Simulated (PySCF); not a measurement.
## Ionisation energy of As by level of theory

As [Ar] 3d10 4s2 4p3 (4S) → As⁺ [Ar] 3d10 4s2 4p2 (3P), as a difference of total energies. Calculation: PySCF 2.14, in aug-cc-pVQZ-PP with ECP10MDF; a scalar-relativistic core potential. Correlated levels: valence: 3s2 3p6 3d10 frozen. The calculations carry no spin-orbit coupling.

```csv
method,ionisation energy (eV),error (eV)
UHF,9.409,-0.599
MP2 (valence),9.931,-0.077
SCS-MP2 (valence),9.778,-0.230
CCSD (valence),9.887,-0.121
CCSD(T) (valence),9.928,-0.080
```

Reference: 10.008 eV (measured; NIST levels, between the centres of gravity of the two terms).

Errors of the correlated levels include the incompleteness of this basis and the frozen core.
